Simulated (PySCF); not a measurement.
Gas-phase reaction: 2 InI₃ + 3 H₂ ⇌ 2 InH₃ + 3 I₂

Energies from PySCF (xtb for GFN2), thermal terms from the rigid-rotor harmonic-oscillator model, ideal gas at 1 bar. † marks an energy on the PBE0/def2-TZVP geometry and frequencies; other levels use their own. CCSD(T) freezes the core. All species are closed-shell singlets. I, In: scalar-relativistic def2 core potential, no spin-orbit coupling. InH₃: computed as isolated molecules; such fragments, hydroxides, amides, oligomers or adducts are transient or little studied in the gas. CCSD(T) isn't extrapolated to the basis-set limit; its ΔH°(298 K) is 858.4 kJ in def2-SVP and 829.2 kJ in def2-TZVPP. The harmonic model lacks anharmonicity and excited electronic states, which grow with temperature; levels with a mode under 35 cm⁻¹ are left out. Soft modes under 120 cm⁻¹ make the harmonic entropy rough for InI₃.

| level | ΔE electronic, kJ | ΔH°(298 K), kJ | ΔS°(298 K), J/K | ΔG°(1400 K), kJ |
|---|---|---|---|---|
| CCSD(T)/def2-SVP† | 871 | 858 | 49 | 817 |
| CCSD(T)/def2-TZVPP† | 842 | 829 | 49 | 787 |
| GFN2-xTB | 786 | 774 | 45 | 733 |
| PBE/def2-TZVP† | 779 | 766 | 49 | 725 |
| PBE0/def2-TZVP | 806 | 793 | 49 | 752 |
| r2SCAN/def2-TZVP† | 838 | 826 | 49 | 784 |
| ωB97X-V/def2-TZVP† | 806 | 793 | 49 | 752 |
ΔH° is lowest at PBE/def2-TZVP† and highest at CCSD(T)/def2-SVP†. No reference value is set beside these.
